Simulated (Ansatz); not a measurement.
C5H7F2GaO2, SMILES `CC1=CC(C)=[O+][Ga-]([F])([F])[O]1`, one more setting.

```yaml
crystal:
  periodic: [false, false, false]
  atoms:
    - {symbol: C, position_ang: [1.784338, -2.271604, -0.794598]}
    - {symbol: C, position_ang: [0.831889, -0.857516, 0.023810]}
    - {symbol: C, position_ang: [-0.744901, -0.471706, -0.533497]}
    - {symbol: C, position_ang: [-1.034523, 0.376397, 0.210061]}
    - {symbol: C, position_ang: [-2.569973, 0.820713, 0.131306]}
    - {symbol: O, position_ang: [-0.660826, 1.542173, 0.423924]}
    - {symbol: Ga, position_ang: [1.275995, 1.962917, 1.003548]}
    - {symbol: F, position_ang: [1.722716, 1.906864, 2.408725]}
    - {symbol: F, position_ang: [2.003993, 3.159348, -0.340001]}
    - {symbol: O, position_ang: [1.927963, 0.149932, 0.304769]}
    - {symbol: H, position_ang: [2.040726, -2.025900, -1.408338]}
    - {symbol: H, position_ang: [0.764835, -3.036383, -0.774396]}
    - {symbol: H, position_ang: [2.126882, -2.360379, 0.263143]}
    - {symbol: H, position_ang: [-1.194771, -1.246841, -0.741787]}
    - {symbol: H, position_ang: [-2.897638, 1.542850, -0.341721]}
    - {symbol: H, position_ang: [-2.562630, -0.165094, -0.136449]}
    - {symbol: H, position_ang: [-2.945683, 0.813868, 0.982105]}
basis:
  gaussian: {orbitals: def2-mTZVPP}
hamiltonian: {xc: {name: PBE0}}
scf: {lower_state_search: light}
output: {forces: true}
```

```sh
$ ansatz run in.yaml --threads 4 --pin off --events-out ev --progress --plain --max-ram 46080MiB --backend cpu
```

Output, abridged:

```
Functional definition: PBE0
2379 factors; integrals over basis functions are off by at most 1.4e-3 eV
mean field evaluation 1: about -67148.3262 eV, gradient 1.1e2 eV
mean field evaluation 2: about -67066.1944 eV, gradient 2.2e2 eV
mean field evaluation 4: about -67169.8915 eV, gradient 1.7e1 eV
mean field evaluation 8: about -67170.3960 eV, gradient 1.7e0 eV
mean field evaluation 16: about -67170.8396 eV, gradient 6.9e-3 eV
mean field -67170.83957688 eV, -2468.4828244199 hartree, gradient 3.2e-5 eV, S^2 0.000000; 0 other end points of the search recorded, 0 dependent functions left out
reference -67170.83961596 eV, -2468.4828258561 hartree; 51, 51 occupied and 211, 211 virtual orbitals, 2379 factors
Total energy: -67170.83961596 eV, -2468.4828258561 hartree
Atom 0 at     1.784338    -2.271604    -0.794598 Å, force   -23.563189   -15.710701    44.285006 eV/Å
Atom 1 at     0.831889    -0.857516     0.023810 Å, force     4.846194     4.149947    -5.399460 eV/Å
Atom 2 at    -0.744901    -0.471706    -0.533497 Å, force    15.637780    -7.971541    -3.794164 eV/Å
Atom 3 at    -1.034523     0.376397     0.210061 Å, force   -10.261180    16.327892     6.713818 eV/Å
Atom 4 at    -2.569973     0.820713     0.131306 Å, force     5.544636    -9.268439    -0.681190 eV/Å
Atom 5 at    -0.660826     1.542173     0.423924 Å, force     7.577340     4.452355     3.751415 eV/Å
Atom 6 at     1.275995     1.962917     1.003548 Å, force    -4.495174     0.588838   -18.056373 eV/Å
Atom 7 at     1.722716     1.906864     2.408725 Å, force     4.461313    -0.144643    14.907815 eV/Å
Atom 8 at     2.003993     3.159348    -0.340001 Å, force    -1.105505    -1.575608     2.129922 eV/Å
Atom 9 at     1.927963     0.149932     0.304769 Å, force    -6.443352    -4.486350    -0.373481 eV/Å
Atom 10 at     2.040726    -2.025900    -1.408338 Å, force    17.036395    15.766115   -38.844174 eV/Å
Atom 11 at     0.764835    -3.036383    -0.774396 Å, force     3.445393     1.888514    -0.852804 eV/Å
Atom 12 at     2.126882    -2.360379     0.263143 Å, force     1.550281    -0.748902    -1.867584 eV/Å
Atom 13 at    -1.194771    -1.246841    -0.741787 Å, force    -4.645732    -7.774199    -2.442627 eV/Å
Atom 14 at    -2.897638     1.542850    -0.341721 Å, force    -2.167860     6.837694    -5.660175 eV/Å
Atom 15 at    -2.562630    -0.165094    -0.136449 Å, force    -4.194061    -2.429815    -2.116148 eV/Å
Atom 16 at    -2.945683     0.813868     0.982105 Å, force    -3.223280     0.098843     8.300206 eV/Å
Dipole moment:    -0.613208    -1.123806     0.104858 e Å
```

Run time 13 s (4 threads of an AMD EPYC 7R13 on a shared host); peak host memory 1.1 GiB.
